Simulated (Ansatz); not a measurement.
Ansatz (a first-principles code) input (B3LYP/6-31G*):

Ansatz 0.2 input:
```yaml
crystal:
  periodic: [false, false, false]
  atoms:
    - {symbol: C, position_ang: [-2.61178406, -0.64027927, -0.77533042]}
    - {symbol: C, position_ang: [-1.60309068, 0.25826364, -0.04653432]}
    - {symbol: C, position_ang: [-0.29022486, -0.40546967, 0.21149955]}
    - {symbol: C, position_ang: [0.96793255, 0.36904761, 0.43462043]}
    - {symbol: C, position_ang: [1.67044989, 0.74620574, -0.88476372]}
    - {symbol: O, position_ang: [1.82537522, -0.43701036, 1.24882582]}
    - {symbol: H, position_ang: [-2.80330411, -1.55609364, -0.20357960]}
    - {symbol: H, position_ang: [-3.56982411, -0.12801933, -0.91760887]}
    - {symbol: H, position_ang: [-2.23475035, -0.93675651, -1.76060525]}
    - {symbol: H, position_ang: [-2.05214314, 0.59333769, 0.90822568]}
    - {symbol: H, position_ang: [-1.45117157, 1.18445222, -0.62324336]}
    - {symbol: H, position_ang: [-0.23624140, -1.48468986, 0.33079413]}
    - {symbol: H, position_ang: [0.72124389, 1.30991647, 0.96428435]}
    - {symbol: H, position_ang: [2.57691794, 1.33667020, -0.68983393]}
    - {symbol: H, position_ang: [1.01502514, 1.34825637, -1.52415863]}
    - {symbol: H, position_ang: [1.95462711, -0.15998729, -1.42951188]}
    - {symbol: H, position_ang: [2.67692163, 0.02238831, 1.31768180]}
basis:
  gaussian:
    orbitals: 6-31G*
hamiltonian:
  xc: {name: B3LYP}
magnetization: {spin_polarized: true, initial_magnetization: 1}
phonons: {temperatures: {t_min: 298.15, t_max: 298.15, t_step: 100}}
```

Output:

```
Functional definition: B3LYP
integrals: 0.08 GiB planned
1339 factors; integrals over basis functions are off by at most 4.4e-4 eV
mean field: 0.84 GiB planned
mean field evaluation 1: about -7400.2099 eV, gradient 4.7e1 eV
mean field evaluation 2: about -7396.2169 eV, gradient 5.6e1 eV
mean field evaluation 4: about -7409.9371 eV, gradient 2.5e0 eV
mean field evaluation 8: about -7409.9757 eV, gradient 1.0e-1 eV
mean field evaluation 16: about -7409.9758 eV, gradient 5.1e-5 eV
mean field -7409.97577376 eV, -272.3115870238 hartree, gradient 5.1e-5 eV, S^2 0.754014; 0 other end points of the search recorded, 0 dependent functions left out
the calculation of the forces begins
reference -7409.97600166 eV, -272.3115953990 hartree; 25, 24 occupied and 87, 88 virtual orbitals, 1339 factors
these checks for a lower state are left out or cut short: stability, starts, cluster_reference, orbital_swaps, neighbouring_geometries, increment
integrals: 0.08 GiB planned
1339 factors; integrals over basis functions are off by at most 4.4e-4 eV
mean field: 0.84 GiB planned
mean field -7409.97561071 eV, -272.3115810319 hartree, gradient 2.8e-6 eV, S^2 0.754014; 0 other end points of the search recorded, 0 dependent functions left out
the calculation of the forces begins
reference -7409.97583861 eV, -272.3115894071 hartree; 25, 24 occupied and 87, 88 virtual orbitals, 1339 factors
these checks for a lower state are left out or cut short: stability, starts, cluster_reference, orbital_swaps, neighbouring_geometries, increment
integrals: 0.08 GiB planned
1339 factors; integrals over basis functions are off by at most 4.4e-4 eV
mean field: 0.84 GiB planned
mean field -7409.97561090 eV, -272.3115810388 hartree, gradient 2.9e-6 eV, S^2 0.754015; 0 other end points of the search recorded, 0 dependent functions left out
the calculation of the forces begins
reference -7409.97583880 eV, -272.3115894140 hartree; 25, 24 occupied and 87, 88 virtual orbitals, 1339 factors
these checks for a lower state are left out or cut short: stability, starts, cluster_reference, orbital_swaps, neighbouring_geometries, increment
integrals: 0.08 GiB planned
1339 factors; integrals over basis functions are off by at most 4.4e-4 eV
mean field: 0.84 GiB planned
mean field evaluation 32: about -7409.9755 eV, gradient 8.5e-2 eV
mean field -7409.97561011 eV, -272.3115810096 hartree, gradient 2.6e-6 eV, S^2 0.754014; 0 other end points of the search recorded, 0 dependent functions left out
the calculation of the forces begins
reference -7409.97583802 eV, -272.3115893851 hartree; 25, 24 occupied and 87, 88 virtual orbitals, 1339 factors
these checks for a lower state are left out or cut short: stability, starts, cluster_reference, orbital_swaps, neighbouring_geometries, increment
integrals: 0.08 GiB planned
1339 factors; integrals over basis functions are off by at most 4.4e-4 eV
mean field: 0.84 GiB planned
mean field -7409.97560902 eV, -272.3115809695 hartree, gradient 2.7e-6 eV, S^2 0.754015; 0 other end points of the search recorded, 0 dependent functions left out
the calculation of the forces begins
reference -7409.97583691 eV, -272.3115893444 hartree; 25, 24 occupied and 87, 88 virtual orbitals, 1339 factors
these checks for a lower state are left out or cut short: stability, starts, cluster_reference, orbital_swaps, neighbouring_geometries, increment
integrals: 0.08 GiB planned
1339 factors; integrals over basis functions are off by at most 4.4e-4 eV
mean field: 0.84 GiB planned
mean field -7409.97560554 eV, -272.3115808417 hartree, gradient 2.1e-6 eV, S^2 0.754015; 0 other end points of the search recorded, 0 dependent functions left out
the calculation of the forces begins
reference -7409.97583345 eV, -272.3115892172 hartree; 25, 24 occupied and 87, 88 virtual orbitals, 1339 factors
these checks for a lower state are left out or cut short: stability, starts, cluster_reference, orbital_swaps, neighbouring_geometries, increment
integrals: 0.08 GiB planned
1339 factors; integrals over basis functions are off by at most 4.4e-4 eV
mean field: 0.84 GiB planned
mean field -7409.97560592 eV, -272.3115808557 hartree, gradient 2.1e-6 eV, S^2 0.754014; 0 other end points of the search recorded, 0 dependent functions left out
the calculation of the forces begins
reference -7409.97583381 eV, -272.3115892306 hartree; 25, 24 occupied and 87, 88 virtual orbitals, 1339 factors
these checks for a lower state are left out or cut short: stability, starts, cluster_reference, orbital_swaps, neighbouring_geometries, increment
integrals: 0.08 GiB planned
1339 factors; integrals over basis functions are off by at most 4.4e-4 eV
mean field: 0.84 GiB planned
mean field -7409.97562921 eV, -272.3115817116 hartree, gradient 2.6e-6 eV, S^2 0.754013; 0 other end points of the search recorded, 0 dependent functions left out
[...]
reference -7409.97598073 eV, -272.3115946296 hartree; 25, 24 occupied and 87, 88 virtual orbitals, 1339 factors
these checks for a lower state are left out or cut short: stability, starts, cluster_reference, orbital_swaps, neighbouring_geometries, increment
integrals: 0.08 GiB planned
1339 factors; integrals over basis functions are off by at most 4.4e-4 eV
mean field: 0.84 GiB planned
mean field -7409.97575283 eV, -272.3115862544 hartree, gradient 9.1e-7 eV, S^2 0.754014; 0 other end points of the search recorded, 0 dependent functions left out
the calculation of the forces begins
reference -7409.97598072 eV, -272.3115946294 hartree; 25, 24 occupied and 87, 88 virtual orbitals, 1339 factors
these checks for a lower state are left out or cut short: stability, starts, cluster_reference, orbital_swaps, neighbouring_geometries, increment
integrals: 0.08 GiB planned
1339 factors; integrals over basis functions are off by at most 4.4e-4 eV
mean field: 0.84 GiB planned
mean field -7409.97569765 eV, -272.3115842267 hartree, gradient 1.8e-6 eV, S^2 0.754014; 0 other end points of the search recorded, 0 dependent functions left out
the calculation of the forces begins
reference -7409.97592554 eV, -272.3115926014 hartree; 25, 24 occupied and 87, 88 virtual orbitals, 1339 factors
these checks for a lower state are left out or cut short: stability, starts, cluster_reference, orbital_swaps, neighbouring_geometries, increment
integrals: 0.08 GiB planned
1339 factors; integrals over basis functions are off by at most 4.4e-4 eV
mean field: 0.84 GiB planned
mean field evaluation 576: about -7409.9757 eV, gradient 2.9e-5 eV
mean field -7409.97569614 eV, -272.3115841714 hartree, gradient 1.5e-6 eV, S^2 0.754015; 0 other end points of the search recorded, 0 dependent functions left out
the calculation of the forces begins
reference -7409.97592406 eV, -272.3115925471 hartree; 25, 24 occupied and 87, 88 virtual orbitals, 1339 factors
these checks for a lower state are left out or cut short: stability, starts, cluster_reference, orbital_swaps, neighbouring_geometries, increment
integrals: 0.08 GiB planned
1339 factors; integrals over basis functions are off by at most 4.4e-4 eV
mean field: 0.84 GiB planned
mean field -7409.97573731 eV, -272.3115856843 hartree, gradient 9.2e-7 eV, S^2 0.754014; 0 other end points of the search recorded, 0 dependent functions left out
the calculation of the forces begins
reference -7409.97596521 eV, -272.3115940593 hartree; 25, 24 occupied and 87, 88 virtual orbitals, 1339 factors
these checks for a lower state are left out or cut short: stability, starts, cluster_reference, orbital_swaps, neighbouring_geometries, increment
integrals: 0.08 GiB planned
1339 factors; integrals over basis functions are off by at most 4.4e-4 eV
mean field: 0.84 GiB planned
mean field -7409.97573698 eV, -272.3115856722 hartree, gradient 8.9e-7 eV, S^2 0.754015; 0 other end points of the search recorded, 0 dependent functions left out
the calculation of the forces begins
reference -7409.97596489 eV, -272.3115940476 hartree; 25, 24 occupied and 87, 88 virtual orbitals, 1339 factors
these checks for a lower state are left out or cut short: stability, starts, cluster_reference, orbital_swaps, neighbouring_geometries, increment
integrals: 0.08 GiB planned
1339 factors; integrals over basis functions are off by at most 4.4e-4 eV
mean field: 0.84 GiB planned
mean field -7409.97565311 eV, -272.3115825900 hartree, gradient 1.3e-6 eV, S^2 0.754015; 0 other end points of the search recorded, 0 dependent functions left out
the calculation of the forces begins
reference -7409.97588098 eV, -272.3115909641 hartree; 25, 24 occupied and 87, 88 virtual orbitals, 1339 factors
these checks for a lower state are left out or cut short: stability, starts, cluster_reference, orbital_swaps, neighbouring_geometries, increment
integrals: 0.08 GiB planned
1339 factors; integrals over basis functions are off by at most 4.4e-4 eV
mean field: 0.84 GiB planned
mean field -7409.97565194 eV, -272.3115825470 hartree, gradient 1.8e-6 eV, S^2 0.754014; 0 other end points of the search recorded, 0 dependent functions left out
the calculation of the forces begins
reference -7409.97587987 eV, -272.3115909234 hartree; 25, 24 occupied and 87, 88 virtual orbitals, 1339 factors
these checks for a lower state are left out or cut short: stability, starts, cluster_reference, orbital_swaps, neighbouring_geometries, increment
integrals: 0.08 GiB planned
1339 factors; integrals over basis functions are off by at most 4.4e-4 eV
mean field: 0.84 GiB planned
mean field evaluation 608: about -7409.9757 eV, gradient 1.4e-6 eV
mean field -7409.97573196 eV, -272.3115854875 hartree, gradient 1.4e-6 eV, S^2 0.754014; 0 other end points of the search recorded, 0 dependent functions left out
the calculation of the forces begins
reference -7409.97595980 eV, -272.3115938605 hartree; 25, 24 occupied and 87, 88 virtual orbitals, 1339 factors
these checks for a lower state are left out or cut short: stability, starts, cluster_reference, orbital_swaps, neighbouring_geometries, increment
integrals: 0.08 GiB planned
1339 factors; integrals over basis functions are off by at most 4.4e-4 eV
mean field: 0.84 GiB planned
mean field -7409.97573206 eV, -272.3115854912 hartree, gradient 1.6e-6 eV, S^2 0.754015; 0 other end points of the search recorded, 0 dependent functions left out
the calculation of the forces begins
reference -7409.97596002 eV, -272.3115938686 hartree; 25, 24 occupied and 87, 88 virtual orbitals, 1339 factors
these checks for a lower state are left out or cut short: stability, starts, cluster_reference, orbital_swaps, neighbouring_geometries, increment
integrals: 0.08 GiB planned
1339 factors; integrals over basis functions are off by at most 4.4e-4 eV
mean field: 0.84 GiB planned
mean field -7409.97576654 eV, -272.3115867585 hartree, gradient 1.2e-6 eV, S^2 0.754014; 0 other end points of the search recorded, 0 dependent functions left out
the calculation of the forces begins
reference -7409.97599448 eV, -272.3115951349 hartree; 25, 24 occupied and 87, 88 virtual orbitals, 1339 factors
these checks for a lower state are left out or cut short: stability, starts, cluster_reference, orbital_swaps, neighbouring_geometries, increment
integrals: 0.08 GiB planned
1339 factors; integrals over basis functions are off by at most 4.4e-4 eV
mean field: 0.84 GiB planned
mean field -7409.97576637 eV, -272.3115867520 hartree, gradient 1.1e-6 eV, S^2 0.754015; 0 other end points of the search recorded, 0 dependent functions left out
the calculation of the forces begins
reference -7409.97599423 eV, -272.3115951260 hartree; 25, 24 occupied and 87, 88 virtual orbitals, 1339 factors
Total energy: -7409.97600166 eV, -272.3115953990 hartree
Atom 0 at    -2.611784    -0.640279    -0.775330 Å, force    -0.000140     0.000137    -0.000207 eV/Å
Atom 1 at    -1.603091     0.258264    -0.046534 Å, force     0.000007    -0.000739     0.000368 eV/Å
Atom 2 at    -0.290225    -0.405470     0.211500 Å, force     0.000043     0.001345     0.000069 eV/Å
Atom 3 at     0.967933     0.369048     0.434620 Å, force     0.000192    -0.000046    -0.000076 eV/Å
Atom 4 at     1.670450     0.746206    -0.884764 Å, force    -0.000145    -0.000580    -0.000028 eV/Å
Atom 5 at     1.825375    -0.437010     1.248826 Å, force     0.000046     0.000026     0.000027 eV/Å
Atom 6 at    -2.803304    -1.556094    -0.203580 Å, force     0.000291     0.000949    -0.000385 eV/Å
Atom 7 at    -3.569824    -0.128019    -0.917609 Å, force    -0.000121    -0.000313    -0.000043 eV/Å
Atom 8 at    -2.234750    -0.936757    -1.760605 Å, force    -0.000227    -0.000047     0.000167 eV/Å
Atom 9 at    -2.052143     0.593338     0.908226 Å, force     0.000076     0.000092     0.000050 eV/Å
Atom 10 at    -1.451172     1.184452    -0.623243 Å, force    -0.000346    -0.000593    -0.000062 eV/Å
Atom 11 at    -0.236241    -1.484690     0.330794 Å, force    -0.000021    -0.000819     0.000029 eV/Å
Atom 12 at     0.721244     1.309916     0.964284 Å, force    -0.000006     0.000082    -0.000098 eV/Å
Atom 13 at     2.576918     1.336670    -0.689834 Å, force     0.000153     0.000044    -0.000145 eV/Å
Atom 14 at     1.015025     1.348256    -1.524159 Å, force     0.000183     0.000067     0.000217 eV/Å
Atom 15 at     1.954627    -0.159987    -1.429512 Å, force     0.000004     0.000402     0.000074 eV/Å
Atom 16 at     2.676922     0.022388     1.317682 Å, force     0.000013    -0.000007     0.000043 eV/Å
Dipole moment:     0.062708     0.285700    -0.140617 e Å
Vibrations: 28.06 50.21 182.25 229.24 256.84 276.07 301.83 348.26 430.68 457.38 502.09 773.99 857.15 918.68 984.47 1030.36 1061.05 1075.27 1109.38 1128.19 1163.32 1259.24 1285.35 1315.53 1360.69 1401.16 1421.07 1438.44 1461.26 1501.52 1522.45 1526.04 1527.78 1535.29 2921.68 2936.97 3009.41 3030.34 3047.40 3099.68 3112.83 3117.91 3131.43 3193.18 3736.78 cm⁻¹, zero-point energy 4.095088 eV
```

The blocks after the first are displaced geometries, from whose forces the wavenumbers follow.
